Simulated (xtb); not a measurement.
FIn, triplet, geometry from GFN2-xTB (such geometries of metal compounds can be far from the true shape) (the spin is typed, not shown lowest); GFN2-xTB (xtb).

Here is a job for xtb.
```
$ xtb mol.xyz --gfn 2 --uhf 2 --hess --json

# file mol.xyz
2

In    -0.00000000    -0.00000000    -0.34490450
F      0.00000000     0.00000000     1.87781337
```

Task: What does xtb print? Leave out banner, timings and long lists.

Result: 
```
   ID    Z sym.   atoms
    1   49 In     1
    2    9 F      2

           -------------------------------------------------
          |                Calculation Setup                |
           -------------------------------------------------

           -------------------------------------------------
          |                 G F N 2 - x T B                 |
           -------------------------------------------------

          ...................................................
          :                      SETUP                      :
          :.................................................:
          :  # basis functions                  14          :
          :  # atomic orbitals                  13          :
          :  # shells                            5          :
          :  # electrons                        10          :
          :  max. iterations                   250          :
          :  Hamiltonian                  GFN2-xTB          :
          :  restarted?                      false          :
          :  GBSA solvation                  false          :
          :  PC potential                    false          :
          :  electronic temp.          300.0000000     K    :
          :  accuracy                    1.0000000          :
          :  -> integral cutoff          0.2500000E+02      :
          :  -> integral neglect         0.1000000E-07      :
          :  -> SCF convergence          0.1000000E-05 Eh   :
          :  -> wf. convergence          0.1000000E-03 e    :
          :  Broyden damping             0.4000000          :
          :  net charge                          0          :
          :  unpaired electrons                  2          :
          ...................................................

 iter      E             dE          RMSdq      gap      omega  full diag
   1     -5.7135188 -0.571352E+01  0.973E+00    0.00       0.0  T
   2     -5.7113766  0.214219E-02  0.704E+00    0.00       1.0  T
   3     -5.7724831 -0.611065E-01  0.301E+00    0.00       1.0  T
   4     -5.7880494 -0.155663E-01  0.193E+00    0.00       1.0  T
   5     -5.7902316 -0.218218E-02  0.716E-01    0.00       1.0  T
   6     -5.7902951 -0.634839E-04  0.472E-01    0.00       1.0  T
   7     -5.7903780 -0.829760E-04  0.979E-02    0.00       1.0  T
   8     -5.7903805 -0.251554E-05  0.491E-02    0.00       1.4  T
   9     -5.7903833 -0.279639E-05  0.231E-02    0.00       3.1  T
  10     -5.7903841 -0.712134E-06  0.145E-03    0.00      48.7  T
  11     -5.7903841  0.727990E-09  0.195E-03    0.00      36.3  T
  12     -5.7903841 -0.788339E-09  0.123E-04    0.00     576.6  T
  13     -5.7903841 -0.320819E-10  0.937E-06    0.00    7547.3  T

   *** convergence criteria satisfied after 13 iterations ***

 transition dipole moment (au) for excitation:           5           6
     X       Y       Z
   0.0036  -1.0694   0.0000  total (au/Debye):    1.069   2.718
 dE (eV)             :    8.320
 oscillator strength :  0.32968E+00

         :::::::::::::::::::::::::::::::::::::::::::::::::::::
         ::                     SUMMARY                     ::
         :::::::::::::::::::::::::::::::::::::::::::::::::::::
         :: total energy              -5.790245585124 Eh    ::
         :: gradient norm              0.000000434978 Eh/a0 ::
         :: HOMO-LUMO gap              0.000000000000 eV    ::
         ::.................................................::
         :: SCC energy                -5.790384051812 Eh    ::
         :: -> isotropic ES            0.010063777898 Eh    ::
         :: -> anisotropic ES          0.000335463188 Eh    ::
         :: -> anisotropic XC         -0.000162236393 Eh    ::
         :: -> dispersion             -0.000396121278 Eh    ::
         :: repulsion energy           0.000138466689 Eh    ::
         :: add. restraining           0.000000000000 Eh    ::
         :: total charge               0.000000000005 e     ::
[...]

           -------------------------------------------------
          |               Frequency Printout                |
           -------------------------------------------------
 vibrational frequencies (cm⁻¹)
eigval :        0.00     0.00     0.00     0.00     0.00   223.19
 reduced masses (amu)
   1:101.21   2:101.21   3:101.21   4: 32.60   5: 32.60   6: 32.60
 IR intensities (km·mol⁻¹)
   1:  0.00   2:  0.00   3:  0.00   4:  1.47   5:  1.47   6:  4.46
 Raman intensities (Ä⁴*amu⁻¹)
   1:  0.00   2:  0.00   3:  0.00   4:  0.00   5:  0.00   6:  0.00
 output can be read by thermo (or use thermo option).
 writing <g98.out> molden fake output.
 recommended (thermochemical) frequency scaling factor: 1.0
           -------------------------------------------------
          |             Thermodynamic Functions             |
           -------------------------------------------------

cin symmetry found (for desy threshold:  0.10E+00) used in thermo

          ...................................................
          :                      SETUP                      :
          :.................................................:
          :  # frequencies                           1      :
          :  # imaginary freq.                       0      :
          :  linear?                              true      :
          :  only rotor calc.                    false      :
          :  symmetry                              cin      :
          :  rotational number                       1      :
          :  scaling factor                  1.0000000      :
          :  rotor cutoff                   50.0000000 cm⁻¹ :
          :  imag. cutoff                  -20.0000000 cm⁻¹ :
          :.................................................:

    mode    ω/cm⁻¹     T·S(HO)/kcal·mol⁻¹    T·S(FR)/kcal·mol⁻¹   T·S(vib)
   ------------------------------------------------------------------------
       1    223.19    -0.57633 ( 99.75%)    -0.61295 (  0.25%)    -0.57642
   ------------------------------------------------------------------------

   temp. (K)  partition function   enthalpy   heat capacity  entropy
                                   cal/mol     cal/K/mol   cal/K/mol   J/K/mol
 298.15  VIB   1.52                  329.620      1.804      1.933
         ROT   990.                  592.502      1.987     15.695
         INT  0.150E+04              922.122      3.791     17.628
         TR   0.150E+28             1481.254      4.968     40.568
         TOT                        2403.3760     8.7592    58.1960   243.4923

       T/K    H(0)-H(T)+PV         H(T)/Eh          T*S/Eh         G(T)/Eh
   ------------------------------------------------------------------------
    298.15    0.383002E-02    0.433850E-02    0.276508E-01   -0.233123E-01
   ------------------------------------------------------------------------

         :::::::::::::::::::::::::::::::::::::::::::::::::::::
         ::                  THERMODYNAMIC                  ::
         :::::::::::::::::::::::::::::::::::::::::::::::::::::
         :: total free energy          -5.813557907422 Eh   ::
         ::.................................................::
         :: total energy               -5.790245585124 Eh   ::
         :: zero point energy           0.000508475168 Eh   ::
         :: G(RRHO) w/o ZPVE           -0.023820797467 Eh   ::
         :: G(RRHO) contrib.           -0.023312322299 Eh   ::
         :::::::::::::::::::::::::::::::::::::::::::::::::::::

           -------------------------------------------------
          | TOTAL ENERGY               -5.790245585124 Eh   |
          | TOTAL ENTHALPY             -5.785907086564 Eh   |
          | TOTAL FREE ENERGY          -5.813557907422 Eh   |
          | GRADIENT NORM               0.000000437131 Eh/α |
          | HOMO-LUMO GAP               0.000000000012 eV   |
           -------------------------------------------------

normal termination of xtb
```
